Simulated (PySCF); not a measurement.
# Nd³⁸⁺: ionisation energy

Nd³⁸⁺ [Ar] 3d4 (5D) → Nd³⁹⁺ [Ar] 3d3 (4F), as a difference of total energies. Computed with PySCF 2.14 in an uncontracted even-tempered set (16 s from 6.9 bohr⁻², ratio 2.5; 11 p from 9 bohr⁻², ratio 2.5; 7 d from 9 bohr⁻², ratio 2.5; 4 f from 34 bohr⁻², ratio 2.7; 3 g from 50 bohr⁻², ratio 2.7), with no relativity, point nucleus. Correlated levels: outer shells: [Ne] frozen; virtual orbitals above 40 to 60 times the deepest correlated orbital energy dropped. The calculations carry no spin-orbit coupling.

```json
{"method": "UHF", "ionisation energy (eV)": "2748.9"}
{"method": "LDA", "ionisation energy (eV)": "2748.5"}
{"method": "PBE", "ionisation energy (eV)": "2747.6"}
{"method": "PBE0", "ionisation energy (eV)": "2748.4"}
{"method": "r2SCAN", "ionisation energy (eV)": "2747.6"}
{"method": "BLYP", "ionisation energy (eV)": "2747.4"}
{"method": "B2PLYP", "ionisation energy (eV)": "2748.6"}
{"method": "MP2 (outer shells)", "ionisation energy (eV)": "2749.2"}
{"method": "SCS-MP2 (outer shells)", "ionisation energy (eV)": "2748.6"}
```

Spin-orbit coupling is strong in these open shells (close to jj coupling). The scalar numbers leave it out and a first-order estimate fails, so it can dominate the gap to the real levels.

All relativistic terms are absent from these numbers, so their closeness to the reference says little about the methods.

For comparison: 2758 ± 4 eV (theoretical estimate listed by NIST; NIST Atomic Spectra Database, ionization energies).
